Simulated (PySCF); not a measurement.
**Ionisation energy of Ag by level of theory**

Ag [Kr] 4d10 5s1 (2S) → Ag⁺ [Kr] 4d10 (1S), as a difference of total energies. Computed with PySCF 2.14 in aug-cc-pwCVDZ-PP with ECP28MDF, with a scalar-relativistic core potential. Correlated levels: valence and next inner shell: nothing frozen outside the core potential. The calculations carry no spin-orbit coupling.

| method | ionisation energy (eV) | error (eV) |
| --- | --- | --- |
| UHF | 6.368 | -1.208 |
| MP2 (valence and next inner shell) | 7.562 | -0.014 |
| SCS-MP2 (valence and next inner shell) | 7.367 | -0.209 |
| CCSD (valence and next inner shell) | 7.388 | -0.188 |
| CCSD(T) (valence and next inner shell) | 7.489 | -0.087 |

Reference: 7.576 eV (measured; NIST Atomic Spectra Database, ionization energies).

Errors of the correlated levels include the incompleteness of this basis.
